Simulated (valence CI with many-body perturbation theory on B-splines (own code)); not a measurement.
## Pt³⁹⁺: one-electron terms

Calculated by relativistic CI+MBPT: three valence electrons over a frozen Dirac-Fock core [Kr], a basis of 9 s, 9 p, 10 d, 8 f, 5 g, 3 h, 1 i functions for each j, with the one-electron correlation potential Σ1, the two-electron term Σ2, the three-electron term Σ3, Breit, model QED; selected CI, second order for the rest (own B-spline code, finite nucleus).

No measured spectrum was set against this ion. As an estimate, large intervals hold to a few tenths of a per cent, small ones and those within an open d or f shell to about a per cent. Only levels of the ground parity were solved; by the run's estimate the other parity begins above the list, which can be wrong where configurations are misplaced.

These are the spectroscopic orbitals of the CI (the correlating ones are not listed), shaped by the core and the other valence electrons. h is the expectation value of the core's Dirac-Fock operator, without the valence repulsion; Σ1 is computed up to l = 3 at one energy for each symmetry, that of its lowest orbital but kept below the first core excitation, so for empty shells it is not the orbital's own correlation shift; Breit and QED include the response of the core.

```tsv
Orbital	h (hartree)	Σ1 (cm⁻¹)	Breit (cm⁻¹)	QED (cm⁻¹)	⟨r⟩ (bohr)
5s1/2	-49.297	-12057	6366	4890	0.6611
6s1/2	-32.104	-4796	3341	2600	1.012
7s1/2	-22.601	-2501	1939	1537	1.438
5p1/2	-47.329	-12222	9854	175	0.6673
6p1/2	-31.043	-5011	5292	100	1.025
7p1/2	-21.964	-2653	3110	60.9	1.459
5p3/2	-45.403	-10711	5644	593	0.6975
6p3/2	-30.019	-4544	3077	327	1.061
7p3/2	-21.353	-2442	2012	197	1.501
4d3/2	-71.319	-23769	10220	-965	0.3882
5d3/2	-42.291	-11495	4458	-347	0.6986
6d3/2	-28.341	-5250	2421	-182	1.078
4d5/2	-70.367	-22911	6152	-436	0.3946
5d5/2	-41.874	-11269	2741	-126	0.7063
6d5/2	-28.114	-5132	1496	-63.4	1.087
4f5/2	-62.611	-47051	2707	-824	0.3643
5f5/2	-38.599	-11207	1324	-302	0.6935
4f7/2	-62.36	-41595	275	-630	0.3669
5f7/2	-38.482	-10847	288	-217	0.6963
5g7/2	-36.133		-164	-140	0.6487
5g9/2	-36.095		-418	-106	0.6500
```

Among the shells of the start configuration 4d3, Σ1 is largest in size for 4d3/2, where it is 0.15 % of h.

Lowest root of each symmetry, sizes in configuration state functions:

```json
{"J": "1/2", "Parity": "even", "Roots": "2", "Reference": "37", "Variational": "3482", "Second order": "4989", "Change by selected CI (cm⁻¹)": "-2747", "Change by second order (cm⁻¹)": "-2"}
{"J": "3/2", "Parity": "even", "Roots": "5", "Reference": "66", "Variational": "6622", "Second order": "8783", "Change by selected CI (cm⁻¹)": "-2781", "Change by second order (cm⁻¹)": "-1"}
{"J": "5/2", "Parity": "even", "Roots": "5", "Reference": "80", "Variational": "8087", "Second order": "11566", "Change by selected CI (cm⁻¹)": "-1950", "Change by second order (cm⁻¹)": "-1"}
{"J": "7/2", "Parity": "even", "Roots": "3", "Reference": "77", "Variational": "7624", "Second order": "13118", "Change by selected CI (cm⁻¹)": "-2548", "Change by second order (cm⁻¹)": "-3"}
{"J": "9/2", "Parity": "even", "Roots": "3", "Reference": "66", "Variational": "6866", "Second order": "12299", "Change by selected CI (cm⁻¹)": "-2678", "Change by second order (cm⁻¹)": "-3"}
{"J": "11/2", "Parity": "even", "Roots": "1", "Reference": "44", "Variational": "4809", "Second order": "10993", "Change by selected CI (cm⁻¹)": "-2809", "Change by second order (cm⁻¹)": "-3"}
```
